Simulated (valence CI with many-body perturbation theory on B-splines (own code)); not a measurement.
Xe XLVIII: calculated level list

Computed by relativistic CI+MBPT: five valence electrons over a frozen Dirac-Fock core [He], radial functions for each j: 11 s, 11 p, 10 d, 8 f, 5 g, 2 h, with the one-electron correlation potential Σ1, the two-electron term Σ2, the three-electron term Σ3, Breit, model QED; selected CI, second order for the rest, scaled by the run's own slope (own B-spline code, finite nucleus).

The last digits are not significant, and no measured levels were compared; by estimate large intervals hold to a few tenths of a per cent, small ones and those within an open d or f shell to about a per cent. Among the levels kept, up to 7200 cm⁻¹ of a level comes from second order outside the variational space, and about a tenth of that is noise between levels of different J, which matters for small intervals.

Levels 46 to 90 of 200, with energies above the lowest level, (2s^2 2p1/2^2 2p3/2) J=3/2. "Leading %" is the weight of the configuration and term that name the level; weights of strongly mixed levels are sums over their largest components and can fall short. In the jj column 3d3/2^4 stands for four electrons in 3d with j = 3/2.

```csv
No.,Configuration,Term,J,E (× 10³ cm⁻¹),Leading %,Leading jj,g
46,2s²2p²3d,⁴D,7/2,41673,48,2s^2 2p1/2 2p3/2 3d5/2 (97 %),1.303
47,2s²2p²3d,²D,3/2,41717,37,2s^2 2p1/2 2p3/2 3d3/2 (64 %),1.160
48,2s²2p²3d,⁴P,5/2,41718,22,2s 2p1/2^2 2p3/2 3p1/2 (38 %),1.293
49,2s²2p²3d,⁴P,1/2,41758,36,2s^2 2p1/2 2p3/2 3d3/2 (96 %),1.737
50,2s²2p²3d,⁴P,3/2,41793,41,2s^2 2p1/2 2p3/2 3d5/2 (78 %),1.409
51,2s²2p²3d,²G,9/2,41807,61,2s^2 2p1/2 2p3/2 3d5/2 (100 %),1.184
52,2s²2p²3d,²F,5/2,41813,36,2s^2 2p1/2 2p3/2 3d5/2 (76 %),1.145
53,2s²2p²3d,²D,5/2,41909,61,2s^2 2p1/2 2p3/2 3d5/2 (92 %),1.220
54,2s²2p²3d,²F,7/2,41960,65,2s^2 2p1/2 2p3/2 3d5/2 (94 %),1.114
55,2s²2p²3d,²D,3/2,41979,59,2s^2 2p1/2 2p3/2 3d5/2 (98 %),0.956
56,2s²2p²3d,²P,1/2,42007,62,2s^2 2p1/2 2p3/2 3d5/2 (98 %),1.130
57,2s2p³3p,²P,1/2,42139,33,2s 2p1/2^2 2p3/2 3p1/2 (94 %),1.162
58,2s2p³3p,²D,3/2,42148,32,2s 2p1/2^2 2p3/2 3p1/2 (96 %),0.950
59,2s2p³3p,⁴D,7/2,42423,45,2s 2p1/2^2 2p3/2 3p3/2 (96 %),1.468
60,2s²2p²3s,⁴P,5/2,42449,60,2s^2 2p3/2^2 3s (97 %),1.431
61,2s2p³3p,⁴P,3/2,42471,21,2s 2p1/2^2 2p3/2 3p3/2 (79 %),1.492
62,2s²2p²3s,²P,3/2,42510,44,2s^2 2p3/2^2 3s (80 %),1.233
63,2s2p³3p,⁴P,5/2,42576,37,2s 2p1/2^2 2p3/2 3p3/2 (95 %),1.441
64,2s2p³3p,²P,1/2,42606,36,2s 2p1/2^2 2p3/2 3p3/2 (96 %),1.593
65,2s²2p²3s,²S,1/2,42796,69,2s^2 2p3/2^2 3s (97 %),1.979
66,2s2p³3p,²D,5/2,42958,28,2s 2p1/2^2 2p3/2 3p3/2 (98 %),1.246
67,2s2p³3d,⁴D°,5/2,42984,30,2s 2p1/2^2 2p3/2 3d3/2 (96 %),1.300
68,2s2p³3d,⁶D°,3/2,43008,32,2s 2p1/2^2 2p3/2 3d3/2 (96 %),1.431
69,2s2p³3d,⁶D°,7/2,43020,25,2s 2p1/2^2 2p3/2 3d3/2 (84 %),1.304
70,2s2p³3d,⁴P°,1/2,43022,43,2s 2p1/2^2 2p3/2 3d3/2 (97 %),2.450
71,2s2p³3p,²P,3/2,43041,29,2s 2p1/2^2 2p3/2 3p3/2 (97 %),1.215
72,2s²2p²3p,²P°,3/2,43071,25,2s^2 2p3/2^2 3p1/2 (96 %),1.432
73,2s2p³3p,⁴P,1/2,43072,44,2s 2p1/2^2 2p3/2 3p3/2 (97 %),1.796
74,2s²2p²3p,²D°,5/2,43098,41,2s^2 2p3/2^2 3p1/2 (97 %),1.180
75,2s2p³3d,⁴F°,9/2,43173,46,2s 2p1/2^2 2p3/2 3d5/2 (98 %),1.364
76,2s2p³3d,⁴D°,5/2,43313,33,2s 2p1/2^2 2p3/2 3d5/2 (96 %),1.341
77,2s2p³3d,⁴D°,3/2,43327,28,2s 2p1/2^2 2p3/2 3d5/2 (72 %),1.074
78,2s2p³3d,⁴D°,7/2,43379,41,2s 2p1/2^2 2p3/2 3d5/2 (84 %),1.276
79,2s²2p²3p,²P°,1/2,43405,73,2s^2 2p3/2^2 3p1/2 (94 %),0.673
80,2s2p³3d,⁴D°,1/2,43470,56,2s 2p1/2^2 2p3/2 3d5/2 (80 %),0.582
81,2s2p³3d,²F°,5/2,43514,32,2s 2p1/2^2 2p3/2 3d3/2 (97 %),0.920
82,2s2p³3d,²D°,3/2,43563,40,2s 2p1/2^2 2p3/2 3d3/2 (73 %),0.974
83,2s2p³3d,²P°,1/2,43590,54,2s 2p1/2^2 2p3/2 3d3/2 (81 %),0.624
84,2s2p³3s,⁶S°,5/2,43611,44,2s 2p1/2 2p3/2^2 3s (91 %),1.611
85,2s²2p²3p,⁴D°,7/2,43728,45,2s^2 2p3/2^2 3p3/2 (75 %),1.328
86,2s2p³3d,²F°,7/2,43745,30,2s 2p1/2^2 2p3/2 3d5/2 (97 %),1.167
87,2s2p³3s,⁴S°,3/2,43765,44,2s 2p1/2 2p3/2^2 3s (95 %),1.458
88,2s²2p²3p,²D°,5/2,43765,47,2s^2 2p3/2^2 3p3/2 (89 %),1.318
89,2s²2p²3p,²P°,1/2,43779,58,2s^2 2p3/2^2 3p3/2 (94 %),1.225
90,2s2p³3d,²D°,5/2,43826,32,2s 2p1/2^2 2p3/2 3d5/2 (96 %),1.135
```
